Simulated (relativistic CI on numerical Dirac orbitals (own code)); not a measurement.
# Ti4+ in a cubic cluster: 1s photoemission with charge transfer

Computed with a charge-transfer multiplet model of a cubic metal-ligand cluster with up to 2 ligand holes, Slater and spin-orbit integrals from Dirac-Coulomb-Breit ions, Slater integrals scaled by 0.8. The ground state mixes d0 with configurations of k ligand holes L, whose averages lie at kΔ + k(k − 1)U_dd/2; a core hole lowers each added d electron by U_cd. 300 K, Lorentzian 1.1 eV and Gaussian 0.6 eV FWHM.

Atomic integrals in eV (Slater integrals scaled, ζ unscaled), ground: F2dd 6.578, F4dd 4.090, zeta_d 0.013; with the core hole: F2dd 6.578, F4dd 4.090, zeta_d 0.030, G2cd 0.039. Where a configuration has fewer than two d electrons, the dd integrals are those of d2.

Cluster parameters (eV): U_dd = 5.3, U_cd = 6, 10Dq = 2.1, 10Dq(ligand) = 0.7, V(eg) = 3.75, V(t2g) = -1.96, final-state hopping factor = 1.

```
      Case   n_d    d0   d1L  d2L2     S
Δ = 1.9 eV  0.85  0.32  0.52  0.16  0.00
Δ = 2.9 eV  0.78  0.36  0.50  0.14  0.00
Δ = 3.9 eV  0.72  0.40  0.48  0.12  0.00
Δ = 4.9 eV  0.66  0.44  0.46  0.10  0.00
Δ = 5.9 eV  0.61  0.48  0.43  0.09  0.00
```

Weights, n_d and S are thermal averages at 300 K. Binding energies count from the first peak over 30 % of the highest in each spectrum, which can be another peak from case to case. The parameters are a model scan and need not match a compound or its usual spin state. Peaks in eV (height, largest 100):
- Δ = 1.9 eV: 0.0 (100), 16.8 (6)
- Δ = 2.9 eV: 0.0 (100), 16.2 (6)
- Δ = 3.9 eV: 0.0 (100), 15.8 (6)
- Δ = 4.9 eV: 0.0 (100), 15.5 (7)
- Δ = 5.9 eV: 0.0 (100), 15.2 (7)

Curve for Δ = 3.9 eV (points under 2 left out, the grid thinned):

(E (eV), Intensity): (-3.8, 2.4), (-3.6, 2.7), (-3.3, 3.2), (-3.1, 3.6), (-2.9, 4.1), (-2.6, 5.0), (-2.4, 5.9), (-2.1, 7.6), (-1.9, 9.2), (-1.7, 11.4), (-1.4, 16.3), (-1.2, 21.4), (-1.0, 29.0), (-0.7, 47.3), (-0.5, 64.8), (-0.3, 83.7), (0.0, 100.0), (0.2, 94.8), (0.5, 69.3), (0.7, 51.0), (0.9, 36.7), (1.2, 22.9), (1.4, 17.3), (1.6, 13.5), (1.9, 9.7), (2.1, 8.0), (2.3, 6.7), (2.6, 5.3), (2.8, 4.5), (3.1, 3.7), (3.3, 3.3), (3.5, 2.9), (3.8, 2.5), (4.0, 2.3), (4.2, 2.1), (14.9, 2.7), (15.1, 3.6), (15.3, 4.7), (15.6, 6.1), (15.8, 6.4), (16.1, 5.8), (16.3, 4.9), (16.5, 3.9), (16.8, 2.7), (17.0, 2.1)

A d0 ion has no d-d gap: its lowest excitations are ligand-to-metal charge transfer. With the core hole the configuration with one ligand hole lies at Δ − U_cd = -4.1, -3.1, -2.1, -1.1, -0.1 eV from the one without, in the order of the table; where this is negative the screened configuration lies lower, though the effective hopping of about 8.5 eV (from the holes of the mixed ground state) mixes the two strongly wherever it is as large as the gap.

With at most 2 ligand holes the space is cut while the next configuration still counts, so covalency is underestimated, and a final configuration with one more ligand hole, which can lie low, is missing from the spectra.
